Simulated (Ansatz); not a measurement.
Basis sets compared for VOCl3 (VCl₃O). Total charge 0; singlet. Geometry PBE0-D4/def2-SVP. Ansatz on 4 threads of Arm Neoverse V2 on a shared host; times are rough, and most runs start from earlier orbitals.

Cartesian coordinates in Å:
```
V 0.047 0.049 0.055
O 0.868 0.905 1.016
Cl 0.634 0.545 -1.928
Cl -2.008 0.494 0.375
Cl 0.459 -1.993 0.483
```

The restricted singlet is unstable towards broken spin symmetry in Hartree–Fock (as tested in another run); at PBE-D4/def2-SVP, PBE-D4/def2-TZVPD, r2SCAN-D4/def2-TZVP, r2SCAN-D4/def2-TZVPD and others this wasn't settled.

Binding counts from free atoms (V quartet, O triplet, Cl doublet) in the same basis, without a counterpoise term.

```csv
level,functions,energy (Eh),HOMO (eV),LUMO (eV),binding per atom (eV),wall time
PBE-D4/def2-SVP,99,-2398.6017,-8.13,-4.99,–,1 s
PBE-D4/def2-TZVP,187,-2399.2986,-8.30,-5.09,–,1.8 s
r2SCAN-D4/def2-TZVP,187,-2399.9891,-8.69,-5.19,–,4.4 s
PBE0-D4/def2-SVP,99,-2398.6660,-9.60,-4.44,3.65,1.5 s
PBE0-D4/def2-TZVP,187,-2399.3609,-9.69,-4.38,–,3.5 s
```

(1) Estimate the rows for PBE-D4/def2-TZVPD, r2SCAN-D4/def2-TZVPD, PBE0-D4/def2-TZVPD.

Answers

(1) 
| level | functions | energy (Eh) | HOMO (eV) | LUMO (eV) | binding per atom (eV) | wall time |
| --- | --- | --- | --- | --- | --- | --- |
| PBE-D4/def2-TZVPD | 226 | -2399.3011 | -8.34 | -5.14 | – | 3.1 s |
| r2SCAN-D4/def2-TZVPD | 226 | -2399.9911 | -8.71 | -5.21 | – | 6.5 s |
| PBE0-D4/def2-TZVPD | 226 | -2399.3631 | -9.71 | -4.40 | – | 4.8 s |
